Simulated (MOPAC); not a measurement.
Input file for MOPAC: PM7 on AlH5O3 (a complex), monomers drawn apart or pushed together.

```
PM7 1SCF PRECISE CHARGE=0 THREADS=1
AlH5O3

O     -0.05097669 1     0.60305149 1     1.52220146 1
Al    -0.03541383 1    -0.51320347 1     0.25434337 1
O     -0.06332002 1     0.06476394 1    -1.34271926 1
H     -0.03828870 1     0.38351562 1     2.46482395 1
H      0.00454232 1    -2.06806110 1     0.44491895 1
H     -0.08781318 1     0.99953014 1    -1.55344318 1
O     -0.01357976 1     0.14846380 1     5.09720652 1
H      0.75559761 1     0.55353186 1     5.51253896 1
H     -0.78120953 1     0.54441790 1     5.52395954 1
```

The log:

```
*******************************************************************************
 **                                                                           **
 **                              MOPAC v23.2.5                                **
 **                                                                           **
 *******************************************************************************
 ** MOPAC's Digital Object Identifier: https://doi.org/10.5281/zenodo.6511958 **
 **                                                                           **
 ** Please cite the open-source release paper for use of this MOPAC version:  **
 ** J. E. Moussa and J. J. P. Stewart (2026)                                  **
 ** MOPAC: An open-source semiempirical molecular orbital program             **
 ** J. Open Source Softw., 11(119), 8025, https://doi.org/10.21105/joss.08025 **
 *******************************************************************************

                              PM7 CALCULATION RESULTS

 *******************************************************************************
 *  PM7        - The PM7 Hamiltonian to be used
 *
 *
 *
 *                 CHARGE ON SYSTEM = 0
 *
 *
 *
 *  PRECISE    - TIGHTER CRITERIA TO BE USED
 *  1SCF       - DO 1 SCF AND THEN STOP
 *  THREADS=1  - MULTI-THREADING NOT USED
 *  T=         - A TIME OF 172800.0 SECONDS REQUESTED
 *  DUMP=N     - RESTART FILE WRITTEN EVERY 7200.0 SECONDS REQUESTED
 *******************************************************************************
PM7 1SCF PRECISE CHARGE=0 THREADS=1
 AlH5O3

   ATOM   CHEMICAL          X               Y               Z
  NUMBER   SYMBOL      (ANGSTROMS)     (ANGSTROMS)     (ANGSTROMS)

     1       O         -0.05097669  *   0.60305149  *   1.52220146  *
     2      Al         -0.03541383  *  -0.51320347  *   0.25434337  *
     3       O         -0.06332002  *   0.06476394  *  -1.34271926  *
     4       H         -0.03828870  *   0.38351562  *   2.46482395  *
     5       H          0.00454232  *  -2.06806110  *   0.44491895  *
     6       H         -0.08781318  *   0.99953014  *  -1.55344318  *
     7       O         -0.01357976  *   0.14846380  *   5.09720652  *
     8       H          0.75559761  *   0.55353186  *   5.51253896  *
     9       H         -0.78120953  *   0.54441790  *   5.52395954  *



          CARTESIAN COORDINATES

    NO.       ATOM           X           Y           Z

     1         O         -0.0510      0.6031      1.5222
     2        Al         -0.0354     -0.5132      0.2543
     3         O         -0.0633      0.0648     -1.3427
     4         H         -0.0383      0.3835      2.4648
     5         H          0.0045     -2.0681      0.4449
     6         H         -0.0878      0.9995     -1.5534
     7         O         -0.0136      0.1485      5.0972
     8         H          0.7556      0.5535      5.5125
     9         H         -0.7812      0.5444      5.5240

 General Reference for PM7:
 "Optimization of Parameters for Semiempirical Methods VI: More Modifications to the
 NDDO Approximations and Re-optimization of Parameters", J. J. P. Stewart, J. Mol. Mod., 1:32, 19 (2013)
 https://link.springer.com/article/10.1007/s00894-012-1667-x

           Empirical Formula: H5 O3 Al  =     9 atoms



      MOLECULAR POINT GROUP   :   Cs


      RHF CALCULATION, NO. OF DOUBLY OCCUPIED LEVELS = 13


 -------------------------------------------------------------------------------
 PM7 1SCF PRECISE CHARGE=0 THREADS=1
 AlH5O3



     1SCF WAS SPECIFIED, SO BFGS WAS NOT USED
     SCF FIELD WAS ACHIEVED


                              PM7 CALCULATION
                                                       MOPAC v23.2.5 Linux




          FINAL HEAT OF FORMATION =       -215.04405 KCAL/MOL =    -899.74432 KJ/MOL


          COSMO AREA              =        131.10 SQUARE ANGSTROMS
          COSMO VOLUME            =        105.85 CUBIC ANGSTROMS

          IONIZATION POTENTIAL    =         11.937872 EV
          HOMO LUMO ENERGIES (EV) =        -11.938  1.327
          NO. OF FILLED LEVELS    =         13
          MOLECULAR WEIGHT        =         80.0192         POINT GROUP:  Cs

          MOLECULAR DIMENSIONS (Angstroms)

            Atom       Atom       Distance
            H     8    H     6     7.13010
            H     5    H     9     3.22790
            H     9    H     6     1.38869


          SCF CALCULATIONS        =          1





   ATOM   CHEMICAL          X               Y               Z
  NUMBER   SYMBOL      (ANGSTROMS)     (ANGSTROMS)     (ANGSTROMS)

     1       O         -0.05097669  *   0.60305149  *   1.52220146  *
     2      Al         -0.03541383  *  -0.51320347  *   0.25434337  *
     3       O         -0.06332002  *   0.06476394  *  -1.34271926  *
     4       H         -0.03828870  *   0.38351562  *   2.46482395  *
     5       H          0.00454232  *  -2.06806110  *   0.44491895  *
     6       H         -0.08781318  *   0.99953014  *  -1.55344318  *
     7       O         -0.01357976  *   0.14846380  *   5.09720652  *
     8       H          0.75559761  *   0.55353186  *   5.51253896  *
     9       H         -0.78120953  *   0.54441790  *   5.52395954  *

                             CARTESIAN COORDINATES

   1    O       -0.050976690     0.603051490     1.522201460
   2   Al       -0.035413830    -0.513203470     0.254343370
   3    O       -0.063320020     0.064763940    -1.342719260
   4    H       -0.038288700     0.383515620     2.464823950
   5    H        0.004542320    -2.068061100     0.444918950
   6    H       -0.087813180     0.999530140    -1.553443180
   7    O       -0.013579760     0.148463800     5.097206520
   8    H        0.755597610     0.553531860     5.512538960
   9    H       -0.781209530     0.544417900     5.523959540


           Empirical Formula: H5 O3 Al  =     9 atoms



      MOLECULAR POINT GROUP   :   Cs


                  EIGENVALUES
 -30.20671 -29.81566 -29.00799 -18.34659 -18.18764 -17.27703 -14.64124 -13.91224
 -13.86299 -13.57428 -13.02943 -12.54358 -11.93787   1.32669   2.54389   3.57776
   3.65329   4.40787   5.47652   5.92941   6.06364  17.66722  18.10155  18.64536
  21.29392  21.63415


              NET ATOMIC CHARGES AND DIPOLE CONTRIBUTIONS

  ATOM NO.   TYPE          CHARGE      No. of ELECS.   s-Pop       p-Pop       d-Pop
    1          O          -0.621104        6.6211     1.66424     4.95686
    2         Al           0.642274        2.3577     0.25103     1.25978     0.84692
    3          O          -0.624658        6.6247     1.65446     4.97020
    4          H           0.408644        0.5914     0.59136
    5          H          -0.199830        1.1998     1.19983
    6          H           0.394216        0.6058     0.60578
    7          O          -0.665655        6.6657     1.81661     4.84904
    8          H           0.333058        0.6669     0.66694
    9          H           0.333054        0.6669     0.66695
 DIPOLE           X         Y         Z       TOTAL
 POINT-CHG.    -0.011     2.335     3.100     3.881
 HYBRID        -0.021     1.089     0.449     1.178
 SUM           -0.032     3.424     3.549     4.932


          ATOMIC ORBITAL ELECTRON POPULATIONS

     Atom    s        px        py        pz      x^2-y^2     xz        z^2       yz        xy
    1  O   1.66424   1.77806   1.76140   1.41740
    2 Al   0.25103   0.23386   0.65568   0.37025   0.21954   0.15287   0.22357   0.19605   0.05488
    3  O   1.65446   1.78078   1.40437   1.78506
    4  H   0.59136
    5  H   1.19983
    6  H   0.60578
    7  O   1.81661   1.35698   1.75859   1.73348
    8  H   0.66694
    9  H   0.66695

 **********************
 *                    *
 * JOB ENDED NORMALLY *
 *                    *
 **********************




 == MOPAC DONE ==
```

The run finished.

Cost: roughly 0.03 core-seconds.
